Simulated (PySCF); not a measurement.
Electron correlation in Xe (xenon, neutral)

[Xe], closed-shell 1S. All numbers are calculated (PySCF 2.14, a scalar-relativistic core potential, in def2-SVP with the def2 core potential (28 electrons) (6s5p3d2f, 50 functions)). Frozen: 4s2 4p6 4d10; 8 electrons correlated.

MP2 pair energies summed by pair of shells (mhartree):

```
 pair   energy  share (%)
5p-5p  -105.31       72.6
5s-5p   -33.43       23.1
5s-5s    -6.22        4.3
```

Total MP2 correlation energy: -144.96 mhartree.

Same-spin part -35.90 and opposite-spin part -109.06 mhartree; SCS-MP2 scales them by 1/3 and 6/5 to -142.84 mhartree.

| level | correlation energy (mhartree) |
| --- | --- |
| CCSD | -160.06 |
| (T) | -4.91 |
| CCSD(T) | -164.97 |

Diagnostics: T1 = 0.0031, D1 = 0.0076, largest double amplitude 0.044.

Cost of the coupled-cluster step: 0.53 s of wall time on 1 thread of Neoverse-N1 (shared host), for 8 correlated electrons.
